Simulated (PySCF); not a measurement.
Isomers of C7H9NO, one GFN2-xTB conformer each. Single-point energies are computed at PBE0/pcSseg-1 (PySCF, gas phase, no added dispersion term), electronic only.

Question: Rank them by PBE0/pcSseg-1 energy, lowest first (kJ/mol).
A. `[CH2:1]=[C:2]1[CH2:3][C@@H:4]([NH:5][CH:6]=[O:7])[C:8]1=[CH2:9]` with C3–C4–N5–C6 -125°, C4–N5–C6–O7 1°
B. `[CH3:1][NH:2][c:3]1[cH:4][cH:5][cH:6][c:7]([OH:8])[cH:9]1` with C1–N2–C3–C4 166°, C6–C7–O8–H 179°
C. `[CH3:1][CH2:2][c:3]1[cH:4][cH:5][cH:6][n+:7]([O-:8])[cH:9]1` with C1–C2–C3–C4 -87°
D. `[CH2:1]=[CH:2][CH2:3]/[C:4]([C:5]#[N:6])=[CH:7]/[O:8][CH3:9]` with C1–C2–C3–C4 -120°, C2–C3–C4–C5 -77°, C4–C7–O8–C9 -179°
E. `[CH2:1]=[CH:2][C:3](=[CH2:4])[C:5](=[CH2:6])[C:7]([NH2:8])=[O:9]` with C1–C2–C3–C4 -163°, C2–C3–C5–C6 45°, C3–C5–C7–N8 -137°, C5–C7–N8–H 3° and -179°

Answer: B (0.0), E (134.3), C (146.3), A (151.8), D (209.3).

As drawn, the lowest has an aromatic ring, an O–H bond and an N–H bond, which the highest lacks; the highest has a C≡N group and a C=C bond outside aromatic rings, which the lowest lacks. Neighbours under 10 kJ/mol apart (CCc1ccc[n+]([O-])c1 and C=C1C[C@@H](NC=O)C1=C) can change places with a better method, another conformer or zero-point energy. GFN2-xTB itself gives, in the same order: 0.0, 204.4, 109.6, 151.0, 237.7. Both levels put the same isomer lowest; measured from each level's own lowest isomer, the values differ by up to 70.1 kJ/mol (C=CC(=C)C(=C)C(N)=O: 204.4 against 134.3).

Q: Which frontier levels, dipoles and rotational constants go with these structures?

A: 
```json
{"SMILES": "CNc1cccc(O)c1", "HOMO (eV, PBE0/pcSseg-1)": "-5.63", "LUMO (eV)": "0.29", "dipole (D)": "3.19", "A, B, C (MHz)": "2834, 1279, 888.1"}
{"SMILES": "C=CC(=C)C(=C)C(N)=O", "HOMO (eV, PBE0/pcSseg-1)": "-6.64", "LUMO (eV)": "-1.12", "dipole (D)": "3.65", "A, B, C (MHz)": "2697, 1198, 1047"}
{"SMILES": "CCc1ccc[n+]([O-])c1", "HOMO (eV, PBE0/pcSseg-1)": "-6.23", "LUMO (eV)": "-1.05", "dipole (D)": "4.33", "A, B, C (MHz)": "3121, 1213, 941.4"}
{"SMILES": "C=C1C[C@@H](NC=O)C1=C", "HOMO (eV, PBE0/pcSseg-1)": "-6.90", "LUMO (eV)": "-1.39", "dipole (D)": "3.77", "A, B, C (MHz)": "3710, 976.9, 840.6"}
{"SMILES": "C=CC/C(C#N)=C/OC", "HOMO (eV, PBE0/pcSseg-1)": "-6.91", "LUMO (eV)": "-0.94", "dipole (D)": "5.87", "A, B, C (MHz)": "2130, 1013, 744.9"}
```
